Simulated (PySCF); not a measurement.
Ga(Cl)3 cation (Cl3Ga), SMILES [Cl][Ga]([Cl])[Cl] (connectivity only; charge and spin as stated), charge +1, multiplicity 2.

The structure is a stationary point at B3LYP-D3(BJ)/def2-SVP. The multiplicity is an assumed one; other spin states were not compared. The isomer is the one that the SMILES or the coordinates give; other isomers of the formula were not compared.

Level of theory: r2SCAN/def2-TZVPD (PySCF).

Computed frontier levels, dipole moment and polarisability:
- α spin, highest occupied and lowest empty level = -14.00 and -9.03 eV
- β spin, highest occupied and lowest empty level = -13.98 and -13.03 eV
- dipole moment about the centre of nuclear charge = 0.88 D
- mean static polarisability = 70.9 bohr³ (10.51 Å³)
- polarisability, principal values = 43.6, 80.4, 88.8 bohr³
- ⟨S²⟩ = 0.756 (pure state 0.75)
